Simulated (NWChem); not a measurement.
System: C2H2ClF; SMILES F/C=C\Cl

```xyz
6

F      0.7307     1.6418     0.0000
C     -0.5326     1.2045     0.0000
C     -0.8623    -0.0829     0.0000
Cl     0.3080    -1.3650     0.0000
H     -1.2691     2.0021     0.0000
H     -1.8979    -0.3972     0.0000
```
Atoms are numbered in this order, from 1.

Level: B3LYP/6-31G* (spherical d) (NWChem), optimised geometry, unscaled harmonic frequencies. 

List the harmonic frequencies with IR intensities, and the thermochemistry.


```csv
frequency (cm⁻¹),IR intensity (km/mol)
198,1.2
457,7.8
657,24.7
759,39.1
812,17.6
890,0.0
1098,84.6
1275,29.7
1377,27.0
1740,58.5
3224,3.9
3263,9.3
```

The zero-point energy is 22.5 kcal/mol, the thermal correction to the enthalpy at 298.15 K (with zero-point energy) is 25.6 kcal/mol and the heat capacity Cv is 12.5 cal/(mol K). The entropy at 298.15 K and 1 atm (symmetry number 1) is 68.0 cal/(mol K) and the dipole moment comes out as 2.22 D.

Rigid rotor and harmonic oscillator.
